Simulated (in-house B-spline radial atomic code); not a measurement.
Spin-orbit splittings of orbital energies (j = l + 1/2 less j = l - 1/2) and ratios of mean radii (lower j over upper j) along the 58-electron series, configuration [Kr] 4d10 4f11 5s1. Computed with a B-spline radial code for spherical atoms: Dirac-Hartree-Fock, average of the configuration, finite nuclei.

```json
{"ion": "Hf14+", "Z": "72", "splitting of 3d (eV)": "56.137", "radius ratio of 3d": "0.977", "splitting of 4d (eV)": "11.609", "radius ratio of 4d": "0.98079", "splitting of 4f (eV)": "2.127", "radius ratio of 4f": "0.99025"}
{"ion": "Ta15+", "Z": "73", "splitting of 3d (eV)": "60.012", "radius ratio of 3d": "0.97633", "splitting of 4d (eV)": "12.598", "radius ratio of 4d": "0.9805", "splitting of 4f (eV)": "2.3949", "radius ratio of 4f": "0.99024"}
{"ion": "W16+", "Z": "74", "splitting of 3d (eV)": "64.089", "radius ratio of 3d": "0.97566", "splitting of 4d (eV)": "13.653", "radius ratio of 4d": "0.9802", "splitting of 4f (eV)": "2.6836", "radius ratio of 4f": "0.99019"}
```
